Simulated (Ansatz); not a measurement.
Q: Name a neutral molecule of C, Cl, Ga, N and H with LUMO energy (PBE0/def2-TZVPP) between -1.15 and -0.85 eV and HOMO energy (B3LYP/def2-TZVPP) between -7.25 and -6.95 eV (Ansatz, PBE0-D4/def2-TZVP geometry).

A: `C[NH][Ga]([Cl])[Cl]` (-0.95 eV, -7.10 eV); `CC(C)[NH][Ga]([Cl])[Cl]` (-0.92 eV, -7.08 eV). Other molecules can fit too; these were computed, each in one conformer that needn't be the lowest.

B3LYP here is the variant with VWN-RPA as its local correlation; programs differ in this.
